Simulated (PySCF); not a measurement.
BeF₂, SMILES [F][Be][F]. Heavy atoms are numbered as in [Be:1]([F:2])[F:3].

The structure is a stationary point at PBE0-D3(BJ)/def2-TZVP. The isomer is the one that the SMILES or the coordinates give; other isomers of the formula were not compared.

Computed with PBE0/pcSseg-2 (PySCF).

GIAO shieldings, no solvent; atoms alike by connectivity are averaged. δ = σ(ref) − σ: ¹⁹F against CFCl3 (σ = 165.8 ppm), references at their B3LYP-D3(BJ)/def2-TZVP geometries, non-relativistic.

```tsv
nucleus	atoms	count	δ (ppm)
¹⁹F	F2	2	-217.0
```
